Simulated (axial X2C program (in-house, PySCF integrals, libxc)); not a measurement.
What spin–orbit coupling does to BaN⁺

Calculated with an in-house relativistic program for diatomic molecules. Spin-free means the one-electron spin-free X2C Hamiltonian; two-component (2c) means X2C with spin–orbit coupling and atomic mean-field two-electron Coulomb and Gaunt terms, so the difference of the two also holds small scalar two-electron terms. Basis: Ba dyall-cv3z [14s14p9d5f1g], N dyall-av3z [7s7p3d2f] (cores contracted in-house); Gaussian nuclei, density fitting, unrestricted open shells. Masses: Ba 137.905 u, N 14.003 u.

Spin-free state: M_S = 1, Λ = 1 (beyond evenly filled blocks: σα, π+α, π+β, π-α); fragments Ba+ + N.

| level | Re (Å) | ωe (cm⁻¹) | De (eV) | μ (D) |
| --- | --- | --- | --- | --- |
| PBE0 | 2.219 | 516.4 | 2.027 | -5.60 |
| HF | 2.299 | 490.9 | 0.143 | -6.90 |
| CCSD | 2.252 | 513.0 | 1.589 | n/a |
| CCSD(T) | 2.250 | 513.3 | 1.687 | n/a |
| BP86 | 2.232 | 497.9 | 2.291 | -5.29 |

Correlated methods: 14 electrons correlated (number of frozen shells: Ba 4 s, 3 p, 2 d; N 1 s), 296 virtual spin orbitals or spinors in MP2, 90 natural virtuals in coupled cluster.

Dipoles are positive if N is the positive end and refer to the centre of mass.

Two-component determinant lowest at the distance of the search:

Ω = 2 (⟨Sz⟩ = 1.00, ⟨Lz⟩ = 1.00 at HF); fragments Ba+ + N.

```json
{"level": "PBE0", "Re (Å)": "2.217", "ωe (cm⁻¹)": "516.5", "De (eV)": "2.046", "μ (D)": "-5.58"}
{"level": "HF", "Re (Å)": "2.298", "ωe (cm⁻¹)": "491.2", "De (eV)": "0.156", "μ (D)": "-6.88"}
{"level": "CCSD", "Re (Å)": "2.250", "ωe (cm⁻¹)": "513.3", "De (eV)": "1.603", "μ (D)": "n/a"}
{"level": "CCSD(T)", "Re (Å)": "2.248", "ωe (cm⁻¹)": "513.3", "De (eV)": "1.702", "μ (D)": "n/a"}
{"level": "BP86", "Re (Å)": "2.230", "ωe (cm⁻¹)": "498.0", "De (eV)": "2.311", "μ (D)": "-5.27"}
```

Problem. From the two tables, how do the constants change at the CCSD(T) level (2c against spin-free)?

Solution. At the CCSD(T) level Re drops by 0.002 Å and ωe stays the same within 0.2 cm⁻¹; De changes by 0.015 eV.

Dissociation energies refer to the lowest single-determinant-based atoms at the same level and basis. Density functionals use the spin component along the axis (collinear). CCSD and (T) use frozen natural virtuals with an MP2 correction for the truncation; (T) itself is uncorrected, so its De runs slightly low. The functionals have no current-density term, which raises determinants with orbital currents, atoms included. The state is one determinant with fixed occupations, lowest in a PBE0 search at one distance only: followed along the bond, the spin-free determinant M_S = 1, Λ = 0 reaches 0.06 eV lower at PBE0, at Re = 2.369 Å, so the state shown is not the lowest. With several unpaired electrons one determinant need not be a pure state. A state of lower Ω lies just above, and one determinant can place such states too high, so the state shown need not be the lowest. The search has Ω = 1 only 0.10 eV up. Open-shell Ω = 0 determinants with evenly filled partner blocks cannot be reached by this program, so the Ω shown need not be the lowest component. The determinant is spin-polarised beyond a pure state at some levels (its spin-free form has ⟨S²⟩ too high), which makes Re and μ there less reliable. The stretched end of a curve changes character and is left out.
